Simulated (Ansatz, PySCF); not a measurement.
AlF2H3O2Si, SMILES [SiH]([Al]([OH])[OH])(F)F. Atoms are numbered in the order given.

```xyz
9

Si    -1.3453    -0.3198    -0.0322
F     -1.9377     0.5674     1.1984
F     -1.9418     0.3245    -1.4043
Al     1.0635    -0.1415    -0.0471
O      1.9367    -1.5980    -0.0122
O      1.7385     1.4123    -0.0890
H     -1.9415    -1.6764     0.0944
H      2.8770    -1.7817    -0.0127
H      2.6360     1.7453    -0.0995
```
Charge 0, spin multiplicity 1.

The structure is a stationary point at ωB97X-D3(BJ)/def2-SVP. The structure was generated by enumeration; whether it is a known compound was not checked. One conformer was computed; it need not be the lowest.

Two levels are set side by side: PBE-D3(BJ)/def2-SVP (Ansatz, a program for electronic structure) and ωB97X-D3(BJ)/def2-SVP (PySCF). Each level has its own optimised geometry; the coordinates shown are those of the second. Frequencies come from the Hessian of PySCF at each geometry. Differences are taken from unrounded values.

| quantity | ωB97X-D3(BJ) | PBE-D3(BJ) | PBE-D3(BJ) minus ωB97X-D3(BJ) |
|---|---|---|---|
| mean bond length (Å) | 1.559 | 1.574 | 0.015 |
| bond Si1–F2 (Å) | 1.629 | 1.640 | 0.012 |
| bond Si1–F3 (Å) | 1.629 | 1.641 | 0.012 |
| bond Si1–Al4 (Å) | 2.415 | 2.441 | 0.026 |
| bond Al4–O5 (Å) | 1.699 | 1.715 | 0.017 |
| bond Al4–O6 (Å) | 1.695 | 1.712 | 0.017 |
| bond Si1–H7 (Å) | 1.487 | 1.503 | 0.016 |
| bond O5–H8 (Å) | 0.958 | 0.969 | 0.011 |
| bond O6–H9 (Å) | 0.957 | 0.969 | 0.011 |
| highest harmonic wavenumber (cm⁻¹) | 4014 | 3829 | -186 |
| mean harmonic wavenumber (cm⁻¹) | 897 | 858 | -40 |
| zero-point energy (kcal/mol) | 26.94 | 25.75 | -1.19 |

GGA bonds tend to be longer and softer than those of functionals with exact exchange. Differences between two approximate levels are no errors against the true value.
